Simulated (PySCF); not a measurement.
# Nb⁺: excitation energy

Nb⁺ [Kr] 4d4 (5D) → Nb⁺ [Kr] 4d3 5s1 (5F), as a difference of total energies. All numbers are calculated (PySCF 2.14, scalar relativity by spin-free X2C-1e, in x2c-TZVPPall with one added diffuse shell each of s, p, d, f type (9s7p7d3f1g, 95 functions)). Correlated levels: valence: [Kr] frozen. The calculations carry no spin-orbit coupling.

```tsv
method	excitation energy (eV)
UHF	0.062
MP2 (valence)	0.266
SCS-MP2 (valence)	0.130
CCSD (valence)	0.274
CCSD(T) (valence)	0.279
```

Q: How much does correlation contribute at CCSD(T) (valence)?

A: 0.279 − (0.062) = 0.217 eV, measured against UHF.

Errors of the correlated levels include the incompleteness of this basis and the frozen core.

For comparison: 0.326 eV (measured; NIST levels, between the centres of gravity of the two terms).
